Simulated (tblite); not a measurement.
Compound: C₈H₇O (doublet state).
Numbering: `[CH:1]#[C:2][C:3]#[C:4][CH:5][C@@H:6]([OH:7])[CH:8]=[CH2:9]` (hydrogens: H10 on C1; H11 on C5; H12 on C6; H13 on O7; H14 on C8; H15, H16 on C9)
Bond orders are those of one Lewis drawing.

Computed with GFN2-xTB (tblite), gas phase: L-BFGS steps from a force-field or distance-geometry start until the largest atomic force falls under 0.01 eV/Å.

Step 32: E = -667.4969 eV
```
atom  x, y, z in Å  |  force x, y, z in eV/Å
C1      4.3279    0.2953    0.3703    0.027   0.005   0.006
C2      3.1968    0.2750   -0.0669   -0.023  -0.007   0.014
C3      1.9379    0.2213   -0.5102   -0.046  -0.038  -0.005
C4      0.7734    0.1340   -0.9140   -0.006   0.005  -0.028
C5     -0.5045    0.0033   -1.3025   -0.015  -0.053  -0.115
C6     -1.5144   -0.6887   -0.4264    0.049   0.014  -0.015
O7     -1.2293   -2.0780   -0.2761   -0.019   0.035  -0.005
C8     -1.4989   -0.0505    0.9431   -0.020  -0.020   0.022
C9     -1.8180    1.2043    1.1953    0.003  -0.002  -0.014
H10     5.3043    0.3117    0.7470    0.055   0.018  -0.002
H11    -0.8119    0.3563   -2.2778    0.014   0.012   0.089
H12    -2.5148   -0.5937   -0.8823    0.057   0.028   0.036
H13    -0.5951   -2.3523   -0.9468   -0.025   0.026   0.008
H14    -1.1621   -0.7160    1.7240   -0.002  -0.008   0.022
H15    -2.1406    1.8812    0.4203   -0.015  -0.013   0.017
H16    -1.7584    1.6081    2.1917   -0.032  -0.003  -0.030
```

Step 33: E = -667.4982 eV
```
atom  x, y, z in Å  |  force x, y, z in eV/Å
C1      4.3317    0.2969    0.3679    0.028   0.009   0.012
C2      3.2018    0.2698   -0.0719   -0.003  -0.013   0.020
C3      1.9448    0.2069   -0.5184   -0.025  -0.031   0.006
C4      0.7787    0.1229   -0.9168   -0.036   0.010  -0.037
C5     -0.5009    0.0015   -1.3021   -0.038  -0.072  -0.078
C6     -1.5137   -0.6887   -0.4265    0.022   0.032   0.010
O7     -1.2329   -2.0787   -0.2743   -0.014   0.069  -0.032
C8     -1.5018   -0.0504    0.9436   -0.009  -0.006   0.007
C9     -1.8237    1.2043    1.1950    0.024  -0.019  -0.001
H10     5.3052    0.3251    0.7520    0.051   0.015  -0.009
H11    -0.8098    0.3660   -2.2721    0.007   0.013   0.073
H12    -2.5140   -0.5880   -0.8821    0.066   0.009   0.023
H13    -0.5988   -2.3498   -0.9463   -0.020  -0.004   0.011
H14    -1.1662   -0.7160    1.7259   -0.002   0.013   0.001
H15    -2.1487    1.8838    0.4227   -0.003  -0.035   0.021
H16    -1.7591    1.6058    2.1921   -0.050   0.007  -0.027
```

Step 34: E = -667.4994 eV
```
atom  x, y, z in Å  |  force x, y, z in eV/Å
C1      4.3354    0.2988    0.3658    0.020   0.013   0.014
C2      3.2063    0.2654   -0.0763    0.012  -0.019   0.025
C3      1.9508    0.1936   -0.5261    0.009  -0.026   0.019
C4      0.7835    0.1123   -0.9209   -0.044   0.012  -0.037
C5     -0.4972   -0.0027   -1.3036   -0.039  -0.062  -0.022
C6     -1.5123   -0.6883   -0.4269   -0.005   0.037   0.027
O7     -1.2374   -2.0786   -0.2724   -0.005   0.071  -0.044
C8     -1.5048   -0.0501    0.9438    0.014   0.008  -0.008
C9     -1.8285    1.2043    1.1953    0.033  -0.028   0.008
H10     5.3064    0.3376    0.7564    0.036   0.011  -0.019
H11    -0.8078    0.3774   -2.2655   -0.010   0.014   0.036
H12    -2.5114   -0.5827   -0.8826    0.048   0.000   0.005
H13    -0.6033   -2.3498   -0.9443   -0.015  -0.022   0.011
H14    -1.1702   -0.7156    1.7271    0.001   0.024  -0.013
H15    -2.1563    1.8860    0.4261    0.007  -0.045   0.012
H16    -1.7608    1.6037    2.1927   -0.063   0.014  -0.015
```

**Question.** Estimate the geometry and energy of step 35. (The exact step hangs on the optimiser's Hessian estimate; all steps are aligned on step 34, rigid shifts and turns removed.)

**Answer.** E = -667.5002 eV, largest force 0.069 eV/Å
```
atom  x, y, z in Å  |  force x, y, z in eV/Å
C1      4.3380    0.3003    0.3646    0.007   0.014   0.012
C2      3.2092    0.2625   -0.0786    0.015  -0.023   0.023
C3      1.9545    0.1845   -0.5309    0.027  -0.025   0.026
C4      0.7868    0.1052   -0.9250   -0.027   0.010  -0.025
C5     -0.4947   -0.0074   -1.3057   -0.019  -0.028   0.021
C6     -1.5109   -0.6873   -0.4270   -0.017   0.025   0.023
O7     -1.2410   -2.0775   -0.2715   -0.003   0.041  -0.030
C8     -1.5065   -0.0497    0.9437    0.036   0.016  -0.013
C9     -1.8312    1.2041    1.1958    0.028  -0.023   0.012
H10     5.3078    0.3461    0.7588    0.021   0.009  -0.027
H11    -0.8068    0.3867   -2.2603   -0.025   0.013   0.001
H12    -2.5083   -0.5788   -0.8833    0.014   0.000  -0.012
H13    -0.6069   -2.3514   -0.9419   -0.008  -0.024   0.005
H14    -1.1731   -0.7149    1.7276    0.008   0.020  -0.014
H15    -2.1613    1.8868    0.4290    0.012  -0.042  -0.004
H16    -1.7632    1.6023    2.1932   -0.067   0.018   0.002
```

The energy changes by -0.0008 eV. The first-order estimate −F·Δx gives -0.0012 eV and the mean of the old and new forces, exact on a quadratic surface, -0.0008 eV. The step makes an angle of 75° with the force vector and moves no atom by more than 0.011 Å.

The cost below is that of the whole relaxation. The run took 1.5 s of wall time on an Arm Neoverse V1 with one thread, shared host with 32 logical CPUs at a one-minute load of 14.
